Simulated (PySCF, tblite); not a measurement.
Compound: C5H7ClN2.
Numbering: `[CH3:1][c:2]1[cH:3][n:4][n:5]([CH3:6])[c:7]1[Cl:8]` (hydrogens: H9, H10, H11 on C1; H12 on C3; H13, H14, H15 on C6)

Structure optimised with GFN2-xTB, isolated species.

**Question.** Give the optimised bond lengths and angles.

**Answer.** 
| bond | length (Å) | order |
| --- | --- | --- |
| C1–C2 | 1.488 | single |
| C2–C3 | 1.405 | aromatic |
| C3–N4 | 1.319 | aromatic |
| N4–N5 | 1.328 | aromatic |
| N5–C6 | 1.434 | single |
| N5–C7 | 1.353 | aromatic |
| C7–Cl8 | 1.709 | single |
| C2–C7 | 1.382 | aromatic |
| C1–H9, C1–H10, C1–H11 | 1.088 | single |
| C3–H12 | 1.071 | single |
| C6–H13, C6–H14, C6–H15 | 1.090 | single |

Bonds in one row agree within 0.01 Å and their mean is given. Orders are formal, as drawn. A selection of angles:
| angle | degrees |
| --- | --- |
| C1–C2–C3 | 128.9 |
| C1–C2–C7 | 128.1 |
| C3–C2–C7 | 103.0 |
| C2–C3–N4 | 111.6 |
| C3–N4–N5 | 106.5 |
| N4–N5–C6 | 121.5 |
| N4–N5–C7 | 110.7 |
| C6–N5–C7 | 127.8 |
| N5–C7–Cl8 | 121.3 |
| C2–C7–N5 | 108.2 |
| C2–C7–Cl8 | 130.6 |

N5 (pyrrole-type nitrogen) is planar (angles 127.8°, 121.5° and 110.7°, sum 360.0°, 0.00 Å off the plane of its three neighbours). Of the pairs four or more bonds apart, Cl8···H10 is among the closest relative to their van der Waals radii: 2.97 Å, 101 % of the sum of Bondi's values. The 8 heavy atoms lie in one plane (0.001 Å rms). The 5-membered ring C2–C3–N4–N5–C7 has internal angles of 103.0° to 111.6°; it is planar, 0.00 Å rms from its mean plane, widest ring torsion 0°. The 3 C–N bonds span 1.319 Å (C3–N4, aromatic) to 1.434 Å (N5–C6, drawn single), a spread of 0.115 Å. The 3 C–C bonds span 1.382 Å (C2–C7, aromatic) to 1.488 Å (C1–C2, drawn single), a spread of 0.106 Å.

Point group: near Cs, missed by 0.39 Å at most; the miss may be what the optimiser left on a soft mode. Its GFN2-xTB frequencies are all real (lowest 27 cm⁻¹).

These are computed values.
